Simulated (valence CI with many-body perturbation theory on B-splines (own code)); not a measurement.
Sensitivity of CI+MBPT for La XXVII

Calculated by valence CI with perturbative core correlation (CI+MBPT): three valence electrons over a frozen Dirac-Fock core [Ar] 3d10, a basis of 6 s, 6 p, 5 d, 3 f, 1 g functions for each j, with the one-electron correlation potential Σ1, the two-electron term Σ2, the three-electron term Σ3, Breit, model QED; selected CI, second order for the rest (own B-spline code, finite nucleus).

No measured spectrum was set against this ion. As an estimate, large intervals hold to a few tenths of a per cent, small ones and those within an open d or f shell to about a per cent.

The reference run has the lowest level (4s^2 4p1/2) J=1/2 and an ionisation energy of 906.660 eV. Its largest variational space holds 2764 state functions.

Levels are named by their leading jj configuration (3d3/2^4 stands for four electrons in 3d with j = 3/2), which in mixed levels can hold well under half, so a name can repeat and another be missing. Letters in brackets count levels of one name in rising energy.

Changed runs:
A. screening of Σ1 on → off
B. scale of Σ1 1 → 0; scale of Σ2 1 → 0; three-electron term on → off; factor on the speed of light 1 → 10; QED terms on → off
C. scale of Σ1 1 → 1.1
D. Davidson iteration limit 60 → 1 (bad on purpose)

Excitation energies of the reference run in cm⁻¹, and shifts in cm⁻¹:

| Level | Reference | A | B | C | D |
| --- | --- | --- | --- | --- | --- |
| (4s^2 4p3/2) J=3/2 | 190067 | +79 | -188377 | +106 | +0.8 |
| (4s 4p1/2^2) J=1/2 | 452381 | +26 | -96296 | -17 | +0.3 |
| (4s 4p1/2 4p3/2) J=3/2 [a] | 586668 | +95 | -230003 | +76 | +4.8 |
| (4s 4p1/2 4p3/2) J=5/2 | 626756 | +99 | -269145 | +82 | +8.2 |
| (4s 4p1/2 4p3/2) J=3/2 [b] | 690314 | +101 | -246581 | +83 | +6.0 |
| (4s 4p1/2 4p3/2) J=1/2 | 719431 | +94 |  | +77 | +1.7 |
| (4s 4p3/2^2) J=5/2 | 804011 | +168 | -360244 | +173 | +7.5 |
| (4s 4p3/2^2) J=1/2 | 909865 | +173 |  | +184 | +1.6 |
| (4s 4p3/2^2) J=3/2 | 915100 | +164 | -364313 | +170 | +11 |
| (4s^2 4d3/2) J=3/2 | 1018420 | +88 | -207762 | +52 | +8.4 |
| (4s^2 4d5/2) J=5/2 | 1051740 | +103 | -240726 | +76 | +8.2 |
| (4p1/2^2 4p3/2) J=3/2 | 1164360 | +116 |  | +53 | +2.5 |
| Ionisation energy (eV) | 906.660 | +0.089 | -28.981 | +0.157 | -3.2e-05 |

A blank means that the level has no clear partner in that run.

Run D: The Davidson iterations stopped at their limit.
